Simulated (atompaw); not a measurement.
Before and after: PAW (atompaw) potential for lanthanum

La, PAW, made with atompaw 4.2.0.5 (PBE, scalar-relativistic). Core [Kr] 4d10, reference 4f0 5s2 5p6 5d1 6s0 6p0 (charge +2). Waves: 5s (bound): rc 2.90 bohr; 6s (bound, empty): rc 2.35 bohr; 5p (bound): rc 1.95 bohr; 6p (bound, empty): rc 3.00 bohr; 5d (bound): rc 2.30 bohr; 5d channel at -0.25 Ry: rc 2.30 bohr; 4f (bound, empty): rc 1.55 bohr; 4f channel at -0.25 Ry: rc 1.55 bohr. Local part: bessel scheme, radius 2.25 bohr. Core correction: smooth core density matched at 2.75 bohr. Augmentation charge: besselshape compensation charge, radius 3.00 bohr; PAW radius 3.00 bohr; waves and projectors: custom polynom gramschmidtortho.

Change: functional LDA (PW92).

Cutoffs: the cutoffs (Ry, on a coarse ladder) from which the occupation-weighted sum of valence levels, in a spherical-Bessel basis at the reference potential, stays within 10 and 1 mRy of its value at 400 Ry; they do not see the model core or the augmentation charge, which bear on the density cutoff.

Q: What does the change do?

A: The potential gets softer (15 Ry and 25 Ry → 12 Ry and 25 Ry); neither file shows a bound ghost.

| quantity | base | changed |
| --- | --- | --- |
| cutoff, loose | 15 Ry | 12 Ry |
| cutoff, tight | 25 Ry | 25 Ry |
| bound ghosts | none | none |
| s: phases at 3.00 bohr within 0.05 rad from the reference energy up to (Ry; the scan ends near 5) | 3.4 | 3.6 |
| p: phases at 3.00 bohr within 0.05 rad from the reference energy up to (Ry; the scan ends near 5) | to the end of the scan | to the end of the scan |
| d: phases at 3.00 bohr within 0.05 rad from the reference energy up to (Ry; the scan ends near 5) | to the end of the scan | to the end of the scan |
| f: phases at 3.00 bohr within 0.05 rad from the reference energy up to (Ry; the scan ends near 5) | 3.8 | 3.8 |
| lowest overlap eigenvalue by channel | s 0.32, p 0.64, d 0.95, f 1.00 | s 0.32, p 0.65, d 0.97, f 0.99 |

Base: The cutoffs count occupied waves only; the empty 4f level needs 45 Ry at the loose tolerance. Changed file: The cutoffs count occupied waves only; the empty 4f level needs 45 Ry at the loose tolerance. The cutoffs see the waves, projectors and local potential, not the compensation charge or the core.
